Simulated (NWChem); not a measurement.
Molecule: AlCl₂F; SMILES [Cl][Al]([F])[Cl]

```xyz
4

Al     0.0000     0.0000     0.3468
F      0.0000     0.0000     1.9971
Cl    -1.8109     0.0000    -0.6612
Cl     1.8109     0.0000    -0.6612
```
Atoms are numbered in this order, from 1.

Coordinates come from a PBE0/def2-SVP optimisation.

Symmetry labels are those of C2v in the frame above (b1 and b2, or b-type labels, depend on it).

**Question.** List the 4 lowest vertical singlet excitations from PBE0/def2-SVPD, TDA (NWChem).

**Answer.** 
| state | energy (eV) | oscillator strength | symmetry | leading excitation (squared amplitude) |
|---|---|---|---|---|
| S1 | 6.77 | 0.013 | b1 | HOMO → LUMO (0.99) |
| S2 | 6.99 | 0.000 | a2 | HOMO−1 → LUMO (0.99) |
| S3 | 7.29 | 0.000 | a2 | HOMO → LUMO+1 (0.99) |
| S4 | 7.33 | 0.046 | a1 | HOMO−2 → LUMO (0.98) |
